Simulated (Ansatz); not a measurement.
Consider the substitution at a C–Te bond: `[CH3][Zn][Te]C` + `OCS[SiH3]` → `COCS[SiH3]` + `[CH3][Zn][TeH]`.

Program: Ansatz. Geometries: PBE0-D4/def2-TZVP. ΔE: electronic, gas phase. CCSD(T)/CBS is the MP2 limit (def2-TZVPP, def2-QZVPP) plus CCSD(T) − MP2 in def2-TZVPP, frozen cores. Functionals use def2-TZVPP. B3LYP here is the variant with VWN-RPA as its local correlation; programs differ in this. Elements past krypton have def2 core potentials. For Te, Zn outer-core shells are correlated without core-valence functions, which leaves a few kJ/mol of doubt a bond. Scalar relativity is left out up to krypton. Each species was taken in one conformer, which may not be the lowest.

`[CH3][Zn][Te]C`:

```xyz
10

C    -0.771   -1.014    2.262
Zn   -0.082    0.312    1.016
Te    0.801    2.013   -0.572
C     0.698    0.765   -2.334
H    -1.835   -1.190    2.090
H    -0.239   -1.961    2.148
H    -0.641   -0.669    3.291
H     1.062    1.379   -3.156
H     1.337   -0.106   -2.217
H    -0.330    0.470   -2.527
```

`OCS[SiH3]`:

Cartesian coordinates in Å:
```
O -0.577 1.984 0.346
C 0.272 1.048 0.923
S 1.386 0.192 -0.262
Si 0.084 -1.384 -0.847
H -1.164 1.537 -0.271
H 0.935 1.592 1.595
H -0.264 0.288 1.501
H 0.761 -2.131 -1.933
H -1.211 -0.839 -1.347
H -0.221 -2.287 0.295
```

`COCS[SiH3]`:

```xyz
13

C     1.724   -0.237   -0.844
O     1.145   -0.027    0.423
C     0.353    1.106    0.502
S    -1.213    1.030   -0.461
Si   -2.003   -0.752    0.406
H     2.348    0.618   -1.135
H     0.957   -0.393   -1.610
H     2.347   -1.126   -0.764
H     0.105    1.247    1.553
H     0.868    1.997    0.122
H    -1.319   -1.977   -0.081
H    -1.883   -0.684    1.886
H    -3.430   -0.800    0.001
```

`[CH3][Zn][TeH]`:

```xyz
7

C    -0.612    0.858    0.916
Zn   -0.031   -0.523   -0.322
Te    0.711   -2.296   -1.909
H    -0.712    0.452    1.925
H     0.115    1.672    0.941
H    -1.577    1.267    0.608
H     2.105   -1.430   -2.158
```

Problem. Is it downhill or uphill in electronic energy at CCSD(T)/CBS, and by how much? (An estimate is asked.)

Solution. Computed: Uphill: ΔE = +29.9 kJ/mol.

Problem. What do these levels give: r2SCAN-D4, B3LYP-D4, ωB97M-V, r2SCAN, PBE0, B3LYP, HF/def2-TZVPP, MP2/def2-TZVPP, SCS-MP2/def2-TZVPP, MP2/def2-QZVPP, SCS-MP2/def2-QZVPP, CCSD/CBS(def2)? (Estimate.)

Solution. The calculation gave: r2SCAN-D4 23.0, B3LYP-D4 21.5, ωB97M-V 21.3, r2SCAN 23.7, PBE0 25.6, B3LYP 23.6, HF/def2-TZVPP 13.5, MP2/def2-TZVPP 29.3, SCS-MP2/def2-TZVPP 25.6, MP2/def2-QZVPP 33.9, SCS-MP2/def2-QZVPP 30.0, CCSD/CBS(def2) 28.4 kJ/mol.

Largest T1 diagnostic among the species: 0.013.

In def2-TZVPP, CCSD(T) changes the Hartree–Fock value by +9.1 kJ/mol (the triples alone add +1.5 kJ/mol) and MP2 by +15.9 kJ/mol.
